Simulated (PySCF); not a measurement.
Work out the structure from these simulated measurements.

Elements present: C, Cl, H, O and Si. Monoisotopic mass: 149.9904 u.

| Quantity | Value |
| --- | --- |
| Triplet | lowest triplet excitation (Tamm–Dancoff): 4.21 eV [TDA CAM-B3LYP/def2-SVPD] |
| UV, first state | lowest singlet excitation: 5.92 eV (210 nm, f = 0.001) [TDDFT CAM-B3LYP/def2-SVPD] |
| UV, strongest line | among the 8 lowest singlet transitions: S3 at 6.78 eV (183 nm, f = 0.277) [TDDFT CAM-B3LYP/def2-SVPD] |
| NMR, other nuclei | isotropic shieldings of nuclei other than C and H, by class: -113 (1 O), 115 (1 O), 384 (1 Si), 1015 (1 Cl) ppm [GIAO PBE0/pcSseg-1] |
| Rotational structure | rotational constants A, B, C: 2.468, 0.874, 0.719 GHz [GFN2-xTB] |
| Polarisability | 91.9 au [CAM-B3LYP/def2-SVPD] |
| 1H NMR | chemical shifts (computed TMS as zero) by class: 8.05 (1 H), 6.61 (1 H), 6.51 (1 H), 5.51 (2 H), 4.77 (2 H) ppm [GIAO PBE0/pcSseg-1] |
| 13C NMR | chemical shifts (computed TMS as zero) by class: 166.3 (1 C), 147.2 (1 C), 145.3 (1 C), 67.3 (1 C) ppm [GIAO PBE0/pcSseg-1] |

Gas-phase values; electronic properties from PySCF, density fitting. Levels stand in brackets. One conformer (not necessarily the lowest) at the GFN2-xTB geometry, without solvent, vibrations or thermal averaging. NMR classes are plain means over equivalent atoms (diastereotopic ones count apart unless rotation or inversion swaps them), as if these changed places fast.

Problem. Which formula fits the mass and the elements?

Solution. C4H7ClO2Si (calculated 149.9904). No other formula that holds each of these elements comes within 0.0003 u with a fitting electron parity and a possible valence count.

Problem. Give a SMILES that accounts for the data.

Solution. Numbering: `[O:1]=[CH:2][O:3][CH2:4]/[CH:5]=[CH:6]\[SiH2:7][Cl:8]`. Its formula, C4H7ClO2Si, gives 2 degrees of unsaturation: 0 rings and 2 π bonds in the structure found. 4 carbons fall into 4 classes; from least to most shielded: ester carbonyl carbon [C2] (166.3 ppm), alkene CH carbon [C6] (147.2 ppm), alkene CH carbon [C5] (145.3 ppm), sp3 carbon bound to oxygen [C4] (67.3 ppm). Hydrogen classes from least to most shielded: 1 H on an ester carbonyl carbon, C2 (8.05 ppm), 1 H on an alkene CH carbon, C5 (6.61 ppm), 1 H on an alkene CH carbon, C6 (6.51 ppm), 2 H on a chlorine-bound silicon, Si7 (5.51 ppm, a mean of values up to 0.7 ppm apart in this geometry), 2 H on an sp3 carbon bound to oxygen, C4 (4.77 ppm, a mean of values up to 0.9 ppm apart in this geometry). The other shieldings belong to: -113 ppm, ester carbonyl oxygen [O1]; 115 ppm, ester single-bonded oxygen [O3]; 384 ppm, chlorine-bound silicon [Si7]; 1015 ppm, silicon-bound chlorine [Cl8]. The optimised geometry has point group C1 and is an asymmetric top. Structure: `C(=O)OC/C=C\[SiH2]Cl`. Computed isomers that give other values at the same levels: `O=C=C(Cl)CCO[SiH3]` (13C chemical shifts (computed TMS as zero) by class: 212.9 (1 C), 66.3 (1 C), 63.4 (1 C), 38.0 (1 C) ppm); `O=CCC(=O)[SiH2]CCl` (13C chemical shifts (computed TMS as zero) by class: 240.7 (1 C), 212.1 (1 C), 69.1 (1 C), 31.3 (1 C) ppm); `CO[SiH2]CC(Cl)=C=O` (13C chemical shifts (computed TMS as zero) by class: 224.2 (1 C), 62.4 (1 C), 54.3 (1 C), 16.7 (1 C) ppm). The assignments are read from this structure; whether some other isomer fits the data as well wasn't checked.

Shape of the structure used: `[O:1]=[CH:2][O:3][CH2:4]/[CH:5]=[CH:6]\[SiH2:7][Cl:8]`: O1–C2–O3–C4 -1°, C2–O3–C4–C5 -76°, O3–C4–C5–C6 107°, C5–C6–Si7–Cl8 -125°.
